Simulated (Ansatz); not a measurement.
Gas-phase electronic energies from Ansatz, PBE0-D4/def2-TZVP geometries. CCSD(T)/CBS is the MP2 limit (def2-TZVPP, def2-QZVPP) plus CCSD(T) − MP2 in def2-TZVPP, frozen cores. Functionals use def2-TZVPP. B3LYP here is the variant with VWN-RPA as its local correlation; programs differ in this. One conformer a species, not always the lowest.

Reaction (formal exchange of groups at the Si–C bond): `O/C(Cl)=C/[SiH3]` + `C1N[SiH2][SiH2]1` → `[SiH3][SiH]1NC[SiH2]1` + `C=C(O)Cl`

`O/C(Cl)=C/[SiH3]`:

```xyz
10

O     1.271   -1.933    0.814
C     0.353   -1.023    0.462
Cl   -1.275   -1.490    0.848
C     0.633    0.134   -0.127
Si   -0.623    1.401   -0.618
H     0.842   -2.691    1.223
H     1.689    0.308   -0.316
H     0.096    2.545   -1.236
H    -1.391    1.895    0.556
H    -1.594    0.855   -1.605
```

`C1N[SiH2][SiH2]1`:

Cartesian coordinates in Å:
```
C 0.840 -0.342 0.820
N 0.973 0.639 -0.261
Si -0.503 0.768 -1.149
Si -0.985 -0.827 0.475
H 1.532 -1.187 0.720
H 0.984 0.093 1.816
H 1.856 1.112 -0.372
H -1.160 2.109 -1.120
H -0.424 0.388 -2.592
H -1.184 -2.249 0.085
H -1.929 -0.503 1.578
```

`[SiH3][SiH]1NC[SiH2]1`:

```xyz
14

Si   -1.382    1.238   -1.723
Si    0.392   -0.026   -0.852
N    -0.064   -1.391    0.113
C     0.386   -1.215    1.497
Si    1.260    0.475    1.251
H    -0.865    2.433   -2.448
H    -2.202    0.439   -2.677
H    -2.275    1.701   -0.625
H     1.329   -0.328   -1.980
H    -0.615   -2.203   -0.114
H     1.068   -2.007    1.828
H    -0.441   -1.162    2.215
H     0.677    1.594    2.039
H     2.731    0.452    1.476
```

`C=C(O)Cl`:

Z-matrix (Å, degrees):
```
C
C 1 1.327
H 1 1.078 2 120.8
H 1 1.083 2 120.4 3 -180.0
O 2 1.343 1 127.4 3 180.0
Cl 2 1.717 1 122.4 3 -0.0
H 5 0.964 2 108.5 1 -0.0
```

```
             level  ΔE (kcal/mol)  difference from CCSD(T)/CBS
         r2SCAN-D4            1.8                         -0.7
          B3LYP-D4            1.9                         -0.6
           ωB97X-V            2.3                         -0.2
            B2PLYP            2.8                          0.3
               PBE           -0.1                         -2.6
            r2SCAN            1.9                         -0.6
              PBE0            0.4                         -2.1
     HF/def2-TZVPP            3.3                          0.8
SCS-MP2/def2-TZVPP            4.2                          1.7
CCSD(T)/def2-TZVPP            2.3                         -0.2
     HF/def2-QZVPP            3.5                          1.0
    MP2/def2-QZVPP            4.3                          1.8
SCS-MP2/def2-QZVPP            4.3                          1.8
      HF/CBS(def2)            3.6                          1.1
     MP2/CBS(def2)            4.3                          1.8
    CCSD/CBS(def2)            2.4                         -0.1
       CCSD(T)/CBS            2.5                            0
```

Largest T1 diagnostic among the species: 0.013.
